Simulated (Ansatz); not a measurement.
FHSb (`[F][SbH]`) radical, relaxed with UKS PBE-D4/def2-SVP in Ansatz 0.2.0 from a rough embedded geometry. The force threshold is 0.03 eV/Å; the program also tests the step.

The species carries charge 0 and has multiplicity 2. Sb: def2 effective core potential.

Start:

```xyz
3

F     1.044   -0.516   -0.809
Sb    0.207    0.085    0.837
H    -1.251    0.431   -0.028
```

| step | energy (eV) | largest force (eV/Å) | largest move (Å) |
| --- | --- | --- | --- |
| 1 | -9265.3820 | 0.566 | 0.000 |
| 2 | -9265.3821 | 0.209 | 0.146 |
| 3 (rejected) | -9265.3671 | 1.083 | 0.132 |
| 4 | -9265.4048 | 0.078 | 0.063 |
| 5 | -9265.4058 | 0.003 | 0.016 |

End:

```xyz
3

F     1.105   -0.539   -0.819
Sb    0.200    0.083    0.815
H    -1.305    0.455    0.004
```

It took 2.1 s on 2 threads of a server CPU on a shared host, with 0.13 GiB of host memory at the peak.
